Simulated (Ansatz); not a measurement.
Start from `N[SiH2][Si](N)(Cl)Cl` and change one atom or group to get `N[Si](Cl)(Cl)Cl`.

Ansatz, PBE0-D4/def2-TZVP geometries, multiplicity 1. Each molecule was computed in one conformer, which needn't be the lowest.

```
                               property  `N[SiH2][Si](N)(Cl)Cl`
  HOMO energy (ωB97M-V/def2-TZVPP) / eV                   -9.63
     LUMO energy (PBE0/def2-TZVPP) / eV                   -0.40
    HOMO–LUMO gap (PBE/def2-TZVPP) / eV                    4.89
  LUMO energy (ωB97M-V/def2-TZVPP) / eV                    1.28
HOMO–LUMO gap (ωB97M-V/def2-TZVPP) / eV                   10.91
    HOMO energy (B3LYP/def2-TZVPP) / eV                   -7.25
```

Question: Give the same properties after the change, and the shifts. (Best estimate.)

Answer: The calculation gave: 
```tsv
property	`N[Si](Cl)(Cl)Cl`	shift
HOMO energy (ωB97M-V/def2-TZVPP) / eV	-10.68	-1.05
LUMO energy (PBE0/def2-TZVPP) / eV	0.23	0.63
HOMO–LUMO gap (PBE/def2-TZVPP) / eV	6.08	1.19
LUMO energy (ωB97M-V/def2-TZVPP) / eV	1.98	0.70
HOMO–LUMO gap (ωB97M-V/def2-TZVPP) / eV	12.66	1.75
HOMO energy (B3LYP/def2-TZVPP) / eV	-8.07	-0.82
```

With PBE0 the HOMO falls by 0.90 eV and the LUMO rises by 0.63 eV, so the gap widens by about 1.53 eV. PBE moves the HOMO by -0.74 eV and ωB97M-V by -1.05 eV.

B3LYP here is the variant with VWN-RPA as its local correlation; programs differ in this.
